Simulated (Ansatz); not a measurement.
This geometry of BrH + Cl3HSi (7 atoms, charge 0, multiplicity 1) is a first-order saddle point.

These are results of RKS LDA/def2-SVP in Ansatz, not measurements.

```xyz
7
Properties=species:S:1:pos:R:3
Si -0.331 0.000 -0.033
H 0.125 0.000 1.601
Cl 1.748 0.000 -0.205
Cl -0.788 1.761 -0.952
Cl -0.788 -1.761 -0.952
Br -2.555 0.000 1.215
H -0.822 0.000 1.749
```

Task: Which two structures does it join? (They come from a converged band through this point; their orientation in space is the band's.)

Result: Bonds broken: Si1–H2, Br6–H7. Bonds formed: Si1–Br6, H2–H7. BrH + Cl3HSi becomes BrCl3Si + H2.

First end point:

```xyz
7
Properties=species:S:1:pos:R:3
Si 0.244 0.000 -0.141
H 0.190 0.000 1.355
Cl 2.199 0.000 -0.720
Cl -0.672 1.669 -0.857
Cl -0.672 -1.669 -0.857
Br -3.030 0.000 1.585
H -1.672 0.000 2.061
```

Last end point:

```xyz
7
Properties=species:S:1:pos:R:3
Si -0.610 0.000 -0.788
H -0.053 0.000 2.759
Cl 1.104 0.000 0.315
Cl -0.640 1.658 -1.964
Cl -0.640 -1.658 -1.964
Br -2.341 0.000 0.544
H -0.233 0.000 3.522
```

Task: How far does it lie above each of them?

Result: 1.18 eV above the first and 1.80 eV above the second. This is the barrier of this one path; another mechanism may lie lower. The orbitals stay closed-shell, which can raise the energy where a bond breaks towards radicals; this wasn't checked here.

Time of the run: 36 s on 4 threads of Arm Neoverse V2, on a shared host, peak memory 0.19 GiB.
